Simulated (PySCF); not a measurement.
# Arsenic: a sound run and one with changed settings

Sound run: As+ [Ar] 3d10 4s2 4p2, As(2+) [Ar] 3d10 4s2 4p1. All numbers are calculated (PySCF 2.14, scalar relativity by spin-free X2C-1e, in cc-pVTZ-DK (6s5p3d1f, 43 functions)). The sound run starts from symmetry-adapted Hartree-Fock orbitals and uses a fine grid where one is needed.

Changed run: radial step 0.3 in ln r (0.13 in the sound run). This setting is unsound on purpose.

| species | method | sound run (hartree) | changed run (hartree) | converged |
| --- | --- | --- | --- | --- |
| As+ | UHF | -2258.66841 | -2258.66841 | yes |
| As+ | TPSS | -2260.29709 | -2260.30205 | yes |
| As+ | MN15 | -2261.83243 | -2261.83958 | yes |
| As(2+) | UHF | -2258.00776 | -2258.00776 | yes |
| As(2+) | TPSS | -2259.61567 | -2259.62024 | yes |
| As(2+) | MN15 | -2261.14839 | -2261.15527 | yes |

Ionisation energy of As+:

```csv
method,sound run (eV),changed run (eV)
UHF,17.977,17.977
TPSS,18.542,18.553
MN15,18.614,18.621
```

A coarse radial grid mis-integrates the density and the exchange-correlation energy, with errors of either sign; Hartree-Fock needs no grid.

For comparison, NIST gives 18.589 eV between the lowest levels.
